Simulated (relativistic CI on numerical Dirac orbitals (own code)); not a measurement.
**Nb5+: L2,3 absorption edge**

Computed with this model: Dirac-Coulomb-Breit CI, KLI orbitals optimised for each configuration, a model potential for QED, valence Slater integrals scaled by 0.7, multiplet model of core-to-valence dipole absorption; configurations [Ar] 3d10 4s2 4p6 → [He] 2s2 2p5 3s2 3p6 3d10 4s2 4p6 4d; 300 K; Lorentzian 1.6 eV and Gaussian 0.5 eV FWHM. Energies are those of the free ion, without screening or charge transfer. The branching ratio is the share of the lower-energy edge in the whole absorption, uncertain by about 0.02 where the edges overlap. S is read from ⟨S²⟩ = S(S + 1).

Field parameters in Wybourne normalisation: Oh B⁴₀ = 21Dq, B⁴₄ = √(5/14) B⁴₀. The field is a parameter set, without covalency.

free ion: ground-state S = 0.00, centroid 2410.76 eV, branching ratio 0.678. Peaks (eV, height): 2380.5 (100), 2474.2 (48).

Oh, 10Dq = 8500 cm⁻¹: ground-state S = 0.00, centroid 2410.76 eV, branching ratio 0.678. Peaks (eV, height): 2380.8 (100), 2474.2 (42).

Oh, 10Dq = 19250 cm⁻¹: ground-state S = 0.00, centroid 2410.76 eV, branching ratio 0.678. Peaks (eV, height): 2379.2 (73), 2381.5 (100), 2473.2 (46), 2475.8 (36).

Oh, 10Dq = 29950 cm⁻¹: ground-state S = 0.00, centroid 2410.76 eV, branching ratio 0.678. Peaks (eV, height): 2378.8 (90), 2382.2 (100), 2472.8 (53), 2476.5 (39).

Oh, 10Dq = 40650 cm⁻¹: ground-state S = 0.00, centroid 2410.76 eV, branching ratio 0.678. Peaks (eV, height): 2378.2 (100), 2383.0 (98), 2472.2 (56), 2477.2 (40).

The statistical ratio of this edge is 2/3 = 0.667. Values above it arise where the holes sit mainly in the j = l + 1/2 valence subshell or the ground state has high spin; values below it where core-valence Coulomb terms move weight to the upper edge, as in nearly empty shells. At deep edges of heavy elements the radial integrals of the two core levels differ, which raises the baseline.

Strongest unbroadened transitions for Oh, 10Dq = 29950 cm⁻¹:

```json
{"Energy (eV)": "2377.94", "Relative strength": "0.6"}
{"Energy (eV)": "2378.18", "Relative strength": "7.7"}
{"Energy (eV)": "2378.75", "Relative strength": "83.6"}
{"Energy (eV)": "2381.73", "Relative strength": "2.2"}
{"Energy (eV)": "2382.34", "Relative strength": "100.0"}
{"Energy (eV)": "2472.80", "Relative strength": "53.7"}
{"Energy (eV)": "2476.49", "Relative strength": "38.3"}
```
